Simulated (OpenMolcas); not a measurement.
## What dynamic correlation does to the levels of Os⁺

```
Program             : OpenMolcas 26.06
Basis               : ANO-RCC-VDZP [7s6p4d2f1g]
Scalar Hamiltonian  : DKH2, point nucleus
Active space        : 7 electrons in 6 orbitals (5d 6s)
State averaging     : 2S+1 = 6 even, 6 roots; 2S+1 = 4 even, 74 roots kept (CI in the orbitals of an earlier block); 2S+1 = 2 even, 98 roots kept (CI in the orbitals of an earlier block)
Spin-orbit coupling : state interaction with AMFI integrals over the reference wave functions, term energies averaged over their components
```

Methods on the same reference wave functions:
A. CASSCF
B. SS-CASPT2, IPEA 0.25 Eh, imaginary shift 0.1 Eh (closed shells correlated: 5s 5p)
C. MS-CASPT2, IPEA 0.25 Eh, imaginary shift 0.1 Eh (closed shells correlated: 5s 5p)

Energies in cm⁻¹ above 5d⁶ 6s ⁶D_9/2, the measured ground level; measured values from NIST Handbook of Basic Atomic Spectroscopic Data.

```
                  Level      A      B      C  Measured
          5d⁶ 6s ⁶D_9/2    0.0    0.0    0.0       0.0
          5d⁶ 6s ⁶D_7/2   3856   4020   4020      3593
   5d⁶ 6s ⁶D_5/2 [59 %]   5039   4320   4320      3929
   5d⁶ 6s ⁶D_3/2 [74 %]   6614   6240   6240      5592
          5d⁶ 6s ⁶D_1/2   7649   7470   7470      6637
             5d⁷ ⁴F_9/2  13833  10320  10320          
  5d⁵ 6s² ⁶S_5/2 [67 %]  17709   7730   7730      7892
      5d⁷ ⁴F_5/2 [63 %]  19660  15990  15990          
         5d⁶ 6s ⁴H_13/2  21922  21470  21470          
5d⁶ 6s ⁴P_1/2(1) [71 %]  22440  19160  19160          
5d⁶ 6s ⁴D_5/2(1) [66 %]  24151  20900  20900          
5d⁶ 6s ⁴D_1/2(1) [56 %]  25035  21470  21470          
5d⁶ 6s ⁴D_1/2(2) [57 %]  30814  28040  28040          
5d⁶ 6s ⁴D_5/2(2) [74 %]  31977  29020  29020          
5d⁶ 6s ⁴F_5/2(1) [51 %]  33595  30110  30110          
5d⁶ 6s ⁴P_5/2(2) [52 %]  35979  31080  31080
```

Deviations, from unrounded energies. A percentage is the sum of absolute deviations over the sum of measured energies, with the sign that they share, or ± where signs differ.

```csv
Against measurement,Levels,A,B,C
mean absolute deviation (cm-1),5,2600,490,490
fine structure of the ground term (%),4,+17.2,+11.6,+11.6
other configurations (%),1,+124.4,-2.0,-2.0
```

B, C lie about equally close to measurement and A furthest from it. The largest miss of B in the table is 5d⁶ 6s ⁶D_1/2, by +830 cm-1. The ranking rests on the paired levels alone, and a cruder setting can come out closer through cancelling errors.

Between B and C no level of the table moves by more than 5 cm-1.

The two smallest mean deviations differ by little beside CASPT2's spread within terms, so their order carries little weight.

From A to B the spin-free energies of the other terms of 5d⁶ 6s shown, above ⁶D, scale by factors of 0.70 to 0.96.

The lowest spin-free term lies below A's lowest term by 0.267 hartree in B, 0.267 hartree in C.

Term energies are means over components that CASPT2 splits; among the terms shown or strongly mixed into the levels shown the widest spread is 150 cm-1 (5d⁶ 6s ⁴F(1), C). Terms from blocks run as CI alone lack orbitals of their own. Configurations are named by rounded mean occupations; where the s occupation lies near a half they are strongly mixed, a name can repeat and a true partner stay unpaired. A single d shell beside an s shell can misplace configurations of different d count against each other. Without dynamic correlation excited terms often stand tens of per cent too high (terms of higher spin than the ground term too low), and those without a measured partner can miss by more than the paired ones (holds for A). The CASPT2 spread within a term exceeds the gap to the next term for 5d⁶ 6s ⁴P(1) and 5d⁷ ⁴F, so the order of their levels is uncertain, and so are names and mixing where such terms share a J (holds for B; C). Blocks of more than 70 roots (2S+1 = 4 even, 2 even) ran without multistate coupling (holds for C). Computed and measured levels are paired by configuration, term and J; levels that our copy of the source lacks, or whose pairing is in doubt (as where it misses far off the trend of its configuration), stay unpaired and out of the deviations. Levels of configurations outside the active space are missing. Levels that lie high or do not pair safely by name in every column are left out.

A share in square brackets marks a mixed level and gives the weight of the term that names it, the lowest over the columns. A number in round brackets counts repeated terms of one configuration in the order of the reference energies.
